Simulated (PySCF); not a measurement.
Question: Write Cartesian coordinates for Te(GeH3)2, `[GeH3][Te][GeH3]` as optimised with PBE0-D3(BJ)/def2-SVP.

Answer: 
```
atom  x, y, z in Å
Te1    0.0146   -0.0575   -1.8365
Ge2    1.8338   -0.0227   -0.0330
H3     1.6233    1.1895    0.8928
H4     3.1847    0.0887   -0.7582
H5     1.7761   -1.3148    0.8011
Ge6   -1.8034    0.0038   -0.0312
H7    -3.1534   -0.1422   -0.7498
H8    -1.7473    1.3413    0.7289
H9    -1.5957   -1.1556    0.9602
```

Any rigid rotation of these coordinates is as good. Atoms count from 1 in this order. Te1 (tellurium bonded to 2 Ge) is bent (angle 90.4°). Ge2 (germanium bonded to Te and 3 H) is tetrahedral (angles from 107.0° to 110.5°).

Bonds between heavy atoms (Å): Te1–Ge2 2.562, Te1–Ge6 2.563.

Computed, not measured: PySCF 2.14.0, PBE0-D3(BJ)/def2-SVP geometry optimisation, gas phase, def2 core potentials past Kr.

Point group: C2 (every atom within 0.08 Å of its image). No frequency check.
